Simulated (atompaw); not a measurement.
What one change does to a pseudopotential (antimony, PAW (atompaw))

atompaw 4.2.0.5 input, output lines left out:

```
Sb 51
GGA-PBE scalarrelativistic loggrid 1500 logderivrange -4 5 226
5 5 4 0 0 0
5 1 3
0 0 0
c
c
c
c
v
c
c
c
v
c
v
2
2.10 2.00 1.90 2.00
y
-0.4
n
y
0.7
n
y
1.55
n
custom polynom vanderbiltortho sinc
3 0.5 vpsmatchnc
2.10
2.10
2.05
2.10
1.50
2.10
```

Change: local potential bessel scheme, radius 1.90 bohr.

Cutoffs: the cutoffs (Ry, on a coarse ladder) from which the occupation-weighted sum of valence levels, in a spherical-Bessel basis at the reference potential, stays within 10 and 1 mRy of its value at 400 Ry; they do not see the model core or the augmentation charge, which bear on the density cutoff.

Task: What does the change do?

Result: The potential gets neither clearly harder nor softer (70 Ry and 120 Ry → 70 Ry and 120 Ry); the bound ghost in p, s disappears; the range in which the d phases agree widens (upper end 2.6 → at the end of the scan). A state that the projectors do not describe sees the local part alone, so a deeper or shallower local part can create or remove a ghost.

```csv
quantity,base,changed
"cutoff, loose",70 Ry,70 Ry
"cutoff, tight",120 Ry,120 Ry
loose cutoff by channel (10 mRy a level),"s 10 Ry, p 15 Ry, d 40 Ry","s 8 Ry, p 6 Ry, d 40 Ry"
bound ghosts,"s, p",none
s: phases at 2.12 bohr within 0.05 rad from the reference energy up to (Ry; the scan ends near 5),to the end of the scan,4.2
p: phases at 2.12 bohr within 0.05 rad from the reference energy up to (Ry; the scan ends near 5),to the end of the scan,4.7
d: phases at 2.12 bohr within 0.05 rad from the reference energy up to (Ry; the scan ends near 5),2.6,to the end of the scan
lowest overlap eigenvalue by channel,"s 0.04, p 0.22, d 0.60","s 0.26, p 0.29, d 0.63"
```

 A true bound ghost makes a file unfit for plane-wave use even where its test errors are small: the radial tests pick states by their node count and pass the ghost by. The cutoffs see the waves, projectors and local potential, not the compensation charge or the core.
